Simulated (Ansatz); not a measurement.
A nudged elastic band was laid between two geometries of CH4 + CH6OSi (14 atoms, charge 0, multiplicity 1).

All numbers below come from Ansatz, RKS PBE0/def2-mTZVP.

```json
{"movable images": "9", "climbing image": "yes", "spring": "5.0 eV/Å²", "optimiser": "quadratic models (default)", "start path": "through a guess of the saddle point", "force threshold": "0.05 eV/Å", "iteration limit": "60", "end points": "relaxed"}
```

Initial state:

```xyz
14
Properties=species:S:1:pos:R:3
Si -1.725 0.146 0.251
O -0.597 1.199 0.865
H -1.759 0.234 -1.240
H -3.025 0.615 0.796
C -1.407 -1.627 0.750
H 2.193 1.914 -0.798
C 2.446 0.856 -0.889
H 0.284 1.164 0.478
H -2.196 -2.284 0.371
H -0.456 -1.995 0.353
H -1.378 -1.733 1.837
H 2.557 0.410 0.101
H 3.392 0.765 -1.424
H 1.670 0.335 -1.451
```

Final state:

```xyz
14
Properties=species:S:1:pos:R:3
Si -0.585 -0.301 -0.895
O 0.424 1.785 1.744
H -1.242 -0.894 -2.099
H -1.232 1.034 -0.681
C -0.896 -1.380 0.607
H -0.273 2.147 1.185
C 1.245 -0.048 -1.218
H 0.552 2.447 2.431
H -1.965 -1.521 0.786
H -0.448 -2.370 0.487
H -0.462 -0.917 1.496
H 1.755 -1.000 -1.391
H 1.713 0.436 -0.358
H 1.414 0.582 -2.094
```

Question: What changes between the two ends?

Answer: Bonds broken: Si1–O2, H6–C7. Bonds formed: Si1–C7, O2–H6. CH4 + CH6OSi becomes C2H8Si + H2O.

Question: What energy profile does the band end with?

Answer: The run converged. The highest image is number 5 of 0 to 10, 71.3 kcal/mol above the first end and 50.9 kcal/mol above the last; the last end lies 20.4 kcal/mol above the first. Neighbouring images differ by up to 2.4 eV, so the band resolves the path poorly. A vibrational analysis at the climbing image gives 2 clearly imaginary modes (1399i, 80i cm⁻¹): a point of higher order, so a lower path passes nearby. The orbitals stay closed-shell, which can raise the energy where a bond breaks towards radicals; this wasn't checked here.

```
image  path coordinate (Å)  energy (kcal/mol)  Si1–O2 (Å)  H6–C7 (Å)  Si1–C7 (Å)
    0                 0.00                0.0        1.66       1.09        4.38
    1                 1.20                0.2        1.66       1.09        4.21
    2                 2.40                0.6        1.66       1.09        4.11
    3                 3.60                2.0        1.66       1.09        3.67
    4                 4.80               15.0        1.68       1.09        3.00
    5                 6.00               71.3        1.92       1.40        2.26
    6                 7.05               36.3        2.53       2.03        1.94
    7                 8.10               25.0        3.15       2.71        1.89
    8                 9.15               22.8        3.46       3.15        1.88
    9                10.20               21.3        3.51       3.45        1.88
   10                11.26               20.4        3.51       3.59        1.88
```

Question: What is the geometry of the highest image?

Answer: 
```xyz
14
Properties=species:S:1:pos:R:3:forces:R:3
Si -0.785 0.250 -0.273 0.01 0.01 0.01
O 0.061 1.365 1.039 0.01 -0.01 0.00
H -0.916 -0.178 -1.708 0.00 0.00 0.01
H -2.013 1.097 -0.169 0.00 0.00 0.00
C -0.898 -1.321 0.752 0.00 0.01 0.00
H 0.888 1.006 0.247 -0.01 -0.03 -0.05
C 1.346 0.493 -0.976 0.01 0.02 0.03
H 0.139 0.947 1.907 -0.01 0.00 0.00
H -1.574 -2.035 0.276 -0.01 0.00 0.00
H 0.073 -1.812 0.852 0.00 0.00 0.00
H -1.278 -1.125 1.758 0.00 -0.01 0.00
H 1.441 -0.559 -1.243 0.00 0.00 0.01
H 2.329 0.796 -0.581 0.01 0.00 0.00
H 1.187 1.077 -1.883 0.00 0.00 0.00
```

The run took 7.2 min on 2 threads of Arm Neoverse V2, on a shared host, peak memory 0.27 GiB.
